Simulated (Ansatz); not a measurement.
AlH₈NSSi₂, SMILES `N[SiH2][AlH][SiH2]S` at its PBE0-D4/def2-TZVP geometry, where that method's forces vanish. The species carries charge 0 and has multiplicity 1.

| atom | x (Å) | y (Å) | z (Å) |
| --- | --- | --- | --- |
| N1 | 0.279 | -1.200 | 2.568 |
| Si2 | -0.143 | 0.127 | 1.542 |
| Al3 | -0.893 | -0.606 | -0.667 |
| Si4 | -0.641 | 1.097 | -2.339 |
| S5 | 1.138 | -0.311 | -2.102 |
| H6 | 0.758 | -1.997 | 2.184 |
| H7 | 0.568 | -1.032 | 3.519 |
| H8 | -1.170 | 0.930 | 2.266 |
| H9 | 0.982 | 1.101 | 1.295 |
| H10 | -1.597 | -1.944 | -1.147 |
| H11 | -0.057 | 2.455 | -2.162 |
| H12 | -0.971 | 0.930 | -3.781 |
| H13 | 1.748 | 0.450 | -1.175 |

Task: For each bond, give half the difference of the two atoms' forces along it (eV/Å; positive pushes the atoms apart) under PBE-D4, r2SCAN-D4, B3LYP-D4, ωB97M-V in def2-TZVPP. (Estimate.)

Result: The calculation gave: 
```csv
bond,length (Å),PBE-D4,r2SCAN-D4,B3LYP-D4,ωB97M-V
N1–Si2,1.729,0.09,0.01,0.13,0.14
N1–H6,1.006,0.20,0.02,-0.01,-0.03
N1–H7,1.008,0.21,0.02,-0.01,-0.03
Si2–Al3,2.446,-0.12,0.00,0.01,-0.03
Si2–H8,1.492,0.09,-0.02,-0.09,-0.13
Si2–H9,1.508,0.06,0.00,-0.08,-0.12
Al3–Si4,2.401,0.00,0.04,0.18,0.15
Al3–S5,2.504,0.11,0.03,0.17,0.08
Al3–H10,1.586,0.07,-0.02,-0.13,-0.13
Si4–S5,2.281,0.16,0.07,0.26,0.11
Si4–H11,1.488,0.10,-0.02,-0.10,-0.13
Si4–H12,1.489,0.12,-0.02,-0.11,-0.13
S5–H13,1.345,0.26,0.01,-0.05,-0.09
```

B3LYP here is the variant with VWN-RPA as its local correlation; programs differ in this.

Results of the Gaussian-basis code of Ansatz.
